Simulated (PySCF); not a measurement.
hydrogen bromide cation (BrH), SMILES Br (connectivity only; charge and spin as stated), charge +1, multiplicity 2. Atoms are numbered in the order given.

```xyz
2

Br     0.0000     0.0000    -0.0405
H      0.0000     0.0000     1.4192
```
Charge +1, spin multiplicity 2.

Coordinates come from a B3LYP-D3(BJ)/def2-TZVPD optimisation. The spin state was assumed, not searched.

These are PBE/def2-TZVPD in PySCF values and carry that method's errors.

Mulliken values depend strongly on the basis, most of all with diffuse functions as here. Atomic charges (e):

| atom | Mulliken | meta-Löwdin | Mulliken spin |
|---|---|---|---|
| Br1 | 0.58 | 0.73 | 1.03 |
| H2 | 0.42 | 0.27 | -0.03 |
